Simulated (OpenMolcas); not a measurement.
**Ar2+: effect of the active space**

* Program: OpenMolcas
* Method: SS-CASPT2 or its RAS form, IPEA 0.25 Eh, imaginary shift 0.1 Eh
* Basis: ANO-R2
* Scalar Hamiltonian: X2C, finite nucleus
* Spin-orbit coupling: RASSI with atomic mean-field integrals over the reference wave functions, term energies averaged over their components

A. 4 electrons in 3 orbitals (3p); 2S+1 = 3 even, 3 roots; 2S+1 = 1 even, 6 roots; closed shells correlated: 2s 2p 3s; CASPT2 step roughly 1.1 core-seconds
B. 6 electrons in 4 orbitals (3s 3p); 2S+1 = 3 even, 3 roots; 2S+1 = 1 even, 6 roots; 2S+1 = 3 odd, 3 roots; 2S+1 = 1 odd, 3 roots; closed shells correlated: 2s 2p; CASPT2 step roughly 2.3 core-seconds
C. 6 electrons in 8 orbitals (3s 3p 4s 4p); 2S+1 = 3 even, 3 roots; 2S+1 = 1 even, 6 roots; 2S+1 = 3 odd, 3 roots; 2S+1 = 1 odd, 3 roots; closed shells correlated: 2s 2p; CASPT2 step of the order of 9 core-seconds
D. 6 electrons in 9 orbitals (RAS2 3s 3p; RAS3 3d, at most 2 electrons); 2S+1 = 3 even, 3 roots; 2S+1 = 1 even, 7 roots; 2S+1 = 3 odd, 3 roots; 2S+1 = 1 odd, 3 roots; closed shells correlated: 2s 2p; CASPT2 step about 12 core-seconds

Energies in eV above 3s2 3p4 3P2, the measured ground level; measured values from Saloman, J. Phys. Chem. Ref. Data 39, 033101 (2010).

```csv
Level,A,B,C,D,Measured
3s2 3p4 3P2,0.0000,0.0000,0.0000,0.0000,0.0000
3s2 3p4 3P1,0.1289,0.1289,0.1261,0.1240,0.1379
3s2 3p4 3P0,0.1837,0.1836,0.1794,0.1770,0.1947
3s2 3p4 1D2,1.802,1.806,1.836,1.798,1.7370
3s2 3p4 1S0,4.369,4.202,4.272,4.200,4.1244
```

Deviations, from unrounded energies. A percentage is the sum of absolute deviations over the sum of measured energies, with the sign that they share, or ± where signs differ.

```
                        Against measurement  Levels     A     B     C     D
             mean absolute deviation (cm-1)       4   660   340   550   340
      fine structure of the ground term (%)       2  -6.0  -6.0  -8.1  -9.5
other terms of the ground configuration (%)       2  +5.3  +2.5  +4.2  +2.3
```

B, D lie about equally close to measurement and A furthest from it. The largest miss of B in the table is 3s2 3p4 1S0, by +630 cm-1. The ranking rests on the paired levels alone, and a cruder setting can come out closer through cancelling errors.

The two smallest mean deviations differ by little beside CASPT2's spread within terms, so their order carries little weight.

Among A to D the level of the table that moves most is 3s2 3p4 1S0, by 1400 cm-1 (lowest in D, highest in A). Moves below CASPT2's spread within the term are not significant.

CASPT2 does not keep the components of a term degenerate, so their means are used; among the terms shown or strongly mixed into the levels shown the widest spread is 170 cm-1 (3s2 3p4 1D, A). Over all roots computed the reference weight is 0.87 to 0.96 in B, 0.86 to 0.96 in C; the roots of lowest weight are the least certain, and an intruder state may touch them. With the s shell closed, the reference lacks s² → p² mixing (holds for A). Active for correlation alone: 4p 4s; no level in the range computed is led by a configuration that fills them, so any true level of that kind is missing (holds for C). The run also gave levels led by 3s 3p4 3d, which use shells meant for correlation; these and all levels above them are left out (holds for D). Measured partners are found by configuration, term and J. A level has none where our copy of the source lacks it or the pairing is in doubt (some pairs that miss far off the trend of their configuration count as doubtful), and it then counts in no deviation. Levels of configurations outside the active space are missing. The table leaves out levels that lie high or whose names do not pair safely across all columns.
